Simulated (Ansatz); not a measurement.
Isolated molecules relaxed with PBE0-D4/def2-TZVP in Ansatz; ΔE leaves out vibrations. CBS: MP2 limit from def2 TZ/QZ plus the TZ coupled-cluster correction, frozen cores. This one scheme is used for every species. DFT in def2-TZVPP. B3LYP here is the variant with VWN-RPA as its local correlation; programs differ in this. Each species was taken in one conformer, which may not be the lowest.

Consider the ligand exchange at the Al–S bond: `[SH][Al]([SH])[SH]` + CH₃OH → `C[O][Al]([SH])[SH]` + H₂S.

```tsv
level	ΔE (kJ/mol)
PBE0-D4	-13.5
B3LYP-D4	-26.4
r2SCAN	-20.8
B3LYP	-26.9
MP2/def2-TZVPP	-22.5
HF/def2-QZVPP	-31.9
MP2/CBS(def2)	-18.9
CCSD/CBS(def2)	-22.8
```

Q: What does CCSD(T)/CBS give? (Estimate.)

A: The calculation gave: -20.8 kJ/mol. The listed levels differ from it by 7.3, -5.6, 0.0, -6.1, -1.7, -11.1, 1.9, -2.0 kJ/mol.

Largest T1 diagnostic among the species: 0.012.

In def2-TZVPP, CCSD(T) changes the Hartree–Fock value by +5.8 kJ/mol (the triples alone add +2.1 kJ/mol) and MP2 by +7.7 kJ/mol.
